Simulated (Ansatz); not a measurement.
System: PH$_{4}$ (charge 0, doublet). 
Geometry from a B3LYP-D3(BJ)/def2-TZVP (Ansatz, a quantum-chemistry and plane-wave program) optimisation:
```xyz
5

P      0.0325    -0.0567     0.0507
H      0.0039    -0.0096    -1.3558
H      1.3973     0.6153     0.1230
H     -0.6512     1.1379     0.3459
H     -1.2377    -0.8936     0.1261
```
Charge 0, spin multiplicity 2.

Basis-set convergence of Hartree-Fock and MP2 correlation energies (hartree) with Ansatz. Cores are frozen in the correlated levels unless marked. Open shells are spin-unrestricted. Spin-orbit coupling is left out. No relativistic terms.

```json
[
 {"basis": "def2-SVP", "functions": "38", "E(HF)": "-342.85652", "E(corr, MP2)": "-0.14105"},
 {"basis": "def2-TZVPP", "functions": "98", "E(HF)": "-342.98122", "E(corr, MP2)": "-0.18054"},
 {"basis": "def2-QZVPP", "functions": "190", "E(HF)": "-342.99196", "E(corr, MP2)": "-0.19358"}
]
```

Extrapolating the two largest sets (X = 3 and 4) as X^-3: E(corr) = (64·(-0.19358) - 27·(-0.18054))/37 = -0.2031 Eh, an estimate of the basis-set limit. The largest set recovers 95.3 % of it, the smallest 69.4 %.
